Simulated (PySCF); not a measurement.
Radial density of Be²⁺ (beryllium, charge +2)

UHF, 1s2, closed-shell 1S. Computed with PySCF 2.14 in aug-cc-pVQZ with one added diffuse shell each of s, p, d, f, g type (7s6p5d4f3g, 105 functions), with the non-relativistic Hamiltonian (point nucleus).

| r (bohr) | 4πr²ρ (e/bohr) |
| --- | --- |
| 0.00630 | 0.01631 |
| 0.0106 | 0.04452 |
| 0.0178 | 0.1190 |
| 0.0300 | 0.3055 |
| 0.0504 | 0.7353 |
| 0.0848 | 1.587 |
| 0.143 | 2.862 |
| 0.240 | 3.857 |
| 0.404 | 3.240 |
| 0.679 | 1.265 |
| 1.14 | 0.1393 |
| 1.92 | 0.001808 |
